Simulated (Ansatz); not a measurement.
Stepwise reaction of `C#C[SiH](C#C)C#C` with hydrogen, as a gas-phase model of exchange steps in deposition or etching. ΔE in kJ/mol; ΔG adds harmonic PBE0-D4 terms to CCSD(T)/CBS, at 1 bar.

Computed with Ansatz on PBE0-D4/def2-TZVP structures; ΔE is electronic, products minus reactants. CBS: MP2 limit from def2 TZ/QZ plus the TZ coupled-cluster correction, frozen cores. This one scheme is used for every species. DFT in def2-TZVPP. B3LYP here is the variant with VWN-RPA as its local correlation; programs differ in this.

```json
{"step": "1", "reaction": "`C#C[SiH](C#C)C#C` + H₂ → `C#C[SiH2]C#C` + `C#C`", "PBE-D4": "19.0", "B3LYP-D4": "16.8", "ωB97M-V": "14.0", "CCSD(T)/CBS": "17.4", "ΔG(400 K)": "18.7"}
{"step": "3", "reaction": "`C#C[SiH3]` + H₂ → SiH₄ + `C#C`", "PBE-D4": "17.8", "B3LYP-D4": "14.7", "ωB97M-V": "13.1", "CCSD(T)/CBS": "15.8", "ΔG(400 K)": "22.5"}
```

(1) Give the row of step 2, `C#C[SiH2]C#C` + H₂ → `C#C[SiH3]` + `C#C`. (Estimate.)

(2) By hand: ΔE of the 3 steps together at CCSD(T)/CBS.

Results:

(1) The calculation gave: 
| step | reaction | PBE-D4 | B3LYP-D4 | ωB97M-V | CCSD(T)/CBS | ΔG(400 K) |
| --- | --- | --- | --- | --- | --- | --- |
| 2 | `C#C[SiH2]C#C` + H₂ → `C#C[SiH3]` + `C#C` | 18.3 | 15.8 | 13.6 | 16.8 | 20.5 |

(2) (17.4) + (16.8) + (15.8) = 50.0 kJ/mol, or 16.7 kJ/mol a step.

In ΔE the steps differ by no more than 1.6 kJ/mol. All are uphill at CCSD(T)/CBS. ΔG lies between 18.7 and 22.5 kJ/mol a step. PBE-D4 differs from CCSD(T)/CBS by 1.5 to 2.0 kJ/mol a step. Isolated molecules leave out the surface, adducts and barriers. Largest T1 diagnostic: 0.014.
